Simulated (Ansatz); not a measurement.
Cartesian coordinates in Å:
```
C -0.058 -0.403 -1.154
N -0.918 0.618 -0.544
Ge -0.215 0.972 1.143
Si 0.727 -1.091 0.447
H -0.630 -1.138 -1.733
H 0.725 -0.001 -1.814
H -1.287 1.317 -1.172
H -1.314 1.123 2.213
H 0.695 2.224 1.226
H 2.199 -1.300 0.419
H 0.076 -2.321 0.970
```

Total charge 0; spin multiplicity 1.

(1) List the r2SCAN/def2-TZVPP orbital energies in eV (Ansatz 0.2.0). (An estimate is asked.)

Answers

(1) Computed: Occupied: -10834.03, -1790.93, -1349.12, -1199.18, -1199.16, -1199.15, -384.84, -273.57, -167.31, -141.41, -117.05, -116.98, -116.97, -96.29, -96.25, -96.24, -30.35, -30.28, -30.27, -30.24, -30.23, -22.57, -16.77, -14.62, -12.36, -12.00, -10.93, -9.38, -8.73, -8.49, -7.48, -6.81, -5.47. Lowest empty: -0.71, -0.32, 0.08, 0.81, 1.35, 2.01, 2.22, 2.96.
